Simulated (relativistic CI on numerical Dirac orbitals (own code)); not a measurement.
Hyperfine structure of Ni9+, mass number 61

Calculated at this level of theory: Dirac-Coulomb-Breit CI, separate exchange-only KLI orbitals for each configuration, model QED (radiative potential, 1s self-energy scaled to tabulated hydrogen-like ionisation energies), unscaled Slater integrals (own radial code, finite nucleus).

Configuration list (outside the closed core [Ne]): 3s²3p⁶3d, 3s²3p⁵3d², 3s3p⁶3d², 3s²3p⁶4s, 3s²3p⁶4p, 3s²3p⁶4d, 3s²3p⁶4f, 3s²3p⁶5s, 3s²3p⁵3d4s, 3s²3p⁶5p, 3s²3p⁶5d, 3s²3p⁵3d4p, 3p⁶3d³, 3p⁵3d⁴. Double excitations out of closed p, d and f shells are left out; levels of such configurations are missing from the list, as are those of other unlisted configurations, and high levels can miss mixing partners. These lack a partner that the ground configuration has and come out too high: 3s²3p⁵3d4s, 3s²3p⁵3d4p.

Nuclear spin I = 3/2, μ = -0.74965 μN, Q = 0.162 b (tables of Stone and Pyykkö). The electronic factors are computed for point nuclear moments, without core polarisation or the Bohr-Weisskopf and QED corrections.

| Level | E (cm⁻¹) | A (MHz) | B (MHz) |
| --- | --- | --- | --- |
| 3s²3p⁶3d ²D3/2 | 0 | -985.8 | 188 |
| 3s²3p⁶3d ²D5/2 | 3110 | -427.9 | 264 |
| 3s²3p⁵3d² ⁴D°1/2 | 449951 | -861.5 |  |
| 3s²3p⁵3d² ⁴D°3/2 | 451358 | -570.1 | 68 |
| 3s²3p⁵3d² ⁴D°5/2 | 453711 | -349.5 | -106 |
| 3s²3p⁵3d² ⁴D°7/2 | 457150 | -151.7 | -461 |
| 3s²3p⁵3d² ⁴G°11/2 | 476418 | -989.2 | -1370 |
| 3s²3p⁵3d² ⁴G°9/2 | 478381 | -1264 | -1420 |

Levels with J = 0, under 50 % of one LS term, or S terms without an open s electron are left out. Small factors come from cancelling terms and can be off by tens of per cent or more.

At this charge energies of transitions that change n are usually good to better than 1 %, and those within a shell (Δn = 0) to a few per cent.

**Question.** Give the hyperfine levels of 3s²3p⁶3d ²D3/2 relative to its centre of gravity.

**Answer.** With K = F(F + 1) − I(I + 1) − J(J + 1), E = AK/2 + B[¾K(K + 1) − I(I + 1)J(J + 1)]/[2I(2I − 1)J(2J − 1)]: F = 0: 3932, F = 1: 2758, F = 2: 598.2, F = 3: -2171 MHz.

LS names give the leading component of a level, which can be under half, so a name can repeat, a term be missing and a line seem to break the LS rules.
